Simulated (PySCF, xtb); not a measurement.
CH₇ClFNSi₂, SMILES C[Si@](F)(Cl)N[SiH3].

GFN2-xTB run with xtb at its own geometry gives an orbital gap of 5.50 eV and a dipole moment of 2.55 D.

Geometry: PBE0-D3(BJ)/def2-SVP. The structure was generated by enumeration; whether it is a known compound was not checked. One conformer was computed; it need not be the lowest.

Question: What does PBE/def2-TZVP (PySCF) give? (The exact figures need the calculation; the answer reports its results.)

Answer: gap 5.89 eV (levels -6.69 and -0.81 eV), dipole 1.86 D.
